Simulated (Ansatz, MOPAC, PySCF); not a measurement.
Dimer: CH2O (SMILES C=O) (first 4 atoms) with GeH4 (SMILES [GeH4]); geometry from B3LYP-D3(BJ)/def2-TZVP, rigid monomers moved along the line of their centres of mass till O2···Ge5 is 2.94 Å.
(charge 0, multiplicity 1):
```xyz
9

C      0.3917    -0.2763    -0.1906
O      0.8273     0.5195     0.5945
H     -0.2521    -1.1179     0.1281
H      0.6116    -0.2092    -1.2728
Ge    -0.0775    -0.1760     3.3024
H     -0.6438    -1.1509     2.2564
H     -0.5641     1.2477     3.0095
H      1.4543    -0.2361     3.2989
H     -0.5951    -0.6106     4.6869
```

Monomers are frozen at their geometry in the pair; levels with a basis set take the counterpoise correction. Rows marked so take none.

Rows in 3-21G, 6-31G* carry no dispersion term and start afresh at each structure (6-31G* with six Cartesian d functions); the Pople sets are all-electron and without relativity. The state reached by PM6 isn't checked.

The values were computed with Ansatz (Gaussian orbitals); MOPAC for PM6 (differences of heats of formation); PySCF for 3-21G rows, 6-31G* rows, the dispersion terms. Values without a source in brackets are computed.

Q: One of these levels gives -3.4 meV for the interaction energy. Name it.
(A) BP86/6-31G* (no counterpoise)
(B) B3LYP/3-21G (no counterpoise)
(C) PBE-D4/def2-TZVPPD
(D) PM6

A: A, BP86/6-31G* (no counterpoise). The others give 100.3 (PM6), -50.3 (PBE-D4/def2-TZVPPD), -217.9 (B3LYP/3-21G (no counterpoise))

Ansatz is an electronic-structure program.
